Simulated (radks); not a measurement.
The numbers below are computed, except where a source is named.
Spherical quantum dot in the effective-mass picture: electrons in a well V = -V0 / (1 + exp((r - R)/a)) with V0 = 11.7, R = 3.83, a = 0.4, with a point charge +2 (a donor) at the centre, all in effective atomic units (hartree* = m*/eps^2 hartree, bohr* = eps/m* bohr), one dielectric constant everywhere. Level of theory: non-relativistic Kohn-Sham, PBEsol, spin-polarised, spherical densities (a radial shooting solver with Libxc functionals). Levels are named by radial order and angular momentum (1s, 1p, 1d, 2s, ...), and open shells are averaged over m.

N = 12, configuration 1s2 1p6 1d(up 2, down 0) 2s2. This is the lowest configuration that the search found. Occupied and some empty levels:

level,occupation,eigenvalue (hartree*),<r> (bohr*)
1s up,1,-7.6356,1.384
1s down,1,-7.6177,1.345
1p up,3,-7.0851,2.211
1p down,3,-7.0441,2.203
2s up,1,-6.8584,1.794
2s down,1,-6.8297,1.823
1d up,2,-6.6189,2.408
1d down,0,-6.5739,2.405
1f up,0,-6.0537,2.552
1f down,0,-6.0072,2.551
2p up,0,-5.6162,2.006
2p down,0,-5.5906,2.006
1g up,0,-5.3965,2.672
1g down,0,-5.3499,2.673

Energy (hartree*): total -114.641, kinetic 10.983, external -152.20, Hartree 31.593, exchange-correlation -5.0143.
